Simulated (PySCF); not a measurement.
**Where the electron goes**

Species: C7H11ClN2.
Geometry (PBE0-D3(BJ)/def2-SVP, Å), atoms numbered from 1 in this order:
```
atom  x, y, z in Å
C1     2.5023   -0.1632    0.9607
C2     2.3603    0.5307   -0.3837
C3     1.0695    1.3437   -0.5173
C4    -0.1681    0.5109   -0.4339
C5    -0.6544   -0.4234   -1.3806
C6    -1.7912   -0.9307   -0.7848
Cl7   -2.9133   -2.0961   -1.3315
N8    -1.9344   -0.3247    0.4182
C9    -2.9752   -0.5297    1.3904
N10   -0.9507    0.5519    0.6398
H11    1.6609   -0.8486    1.1466
H12    3.4334   -0.7475    1.0156
H13    2.5136    0.5674    1.7854
H14    3.2186    1.2032   -0.5516
H15    2.3997   -0.2176   -1.1948
H16    1.0784    1.8887   -1.4755
H17    1.0171    2.0993    0.2824
H18   -0.2488   -0.6898   -2.3528
H19   -2.9749   -1.5671    1.7568
H20   -3.9634   -0.3055    0.9624
H21   -2.7710    0.1533    2.2221
```

Method: PySCF, TDDFT CAM-B3LYP/def2-SVPD, vertical, gas phase, core orbitals frozen in the response.

Frontier orbitals with the atoms that hold most of them (Löwdin shares over 4%, at most four atoms; ? is withheld):

```tsv
orbital	ε (eV)	atoms
HOMO-3	-10.66	C2 25%, C1 16%, H15 14%, C3 10%
HOMO-2	-9.73	N10 53%, C4 11%, Cl7 10%, N8 8%
HOMO-1	-8.47	?
HOMO	-8.23	N10 27%, C6 18%, Cl7 16%, C4 14%
LUMO	1.19	?
LUMO+1	1.32	C6 20%, N8 17%, N10 17%, Cl7 9%
LUMO+2	1.53	Cl7 32%, C1 7%, C2 7%, C6 6%
```

(1) Give the leading atoms of the HOMO-1.

(2) Give the leading atoms of the LUMO.

(3) The HOMO–LUMO gap is 9.42 eV. Where does the response calculation put the lowest singlet, and from which orbitals?

(4) Give energy, strength and leading configuration of S5 and S6, and follow the Löwdin shares of the leading atoms from the occupied to the empty orbital.

## Answers

(1) C5 (bonded to 2 C and H) 32%; N8 (bonded to 2 C and N) 19%; C4 (bonded to 2 C and N) 15%; C6 (bonded to C, Cl and N) 9%. By element: carbon 56% or more, nitrogen 19% or more.

(2) Cl7 (bonded to C) 36%; C9 (bonded to N and 3 H) 17%; C6 (bonded to C, Cl and N) 12%; H20 (bonded to C) 6%. By element: chlorine 36%, carbon 28% or more, hydrogen 6% or more.

(3) S1 is at 6.49 eV (f = 0.038), 2.93 eV below the gap, made of HOMO→LUMO (29%), HOMO-1→LUMO+1 (24%), HOMO→LUMO+2 (17%). 

(4) 
- S5 (6.97 eV, f 0.015), HOMO-1→LUMO (77%): C5 32% → at most 7%, N8 19% → at most 7%, Cl7 at most 10% → 36%, C9 at most 10% → 17%
- S6 (7.00 eV, f 0.0036), HOMO-2→LUMO+1 (84%): N10 53% → 17%, C4 11% → at most 10%, C6 at most 8% → 20%, N8 8% → 17%

Löwdin shares depend on the basis, the more so with diffuse functions.

One conformer stands for the species.
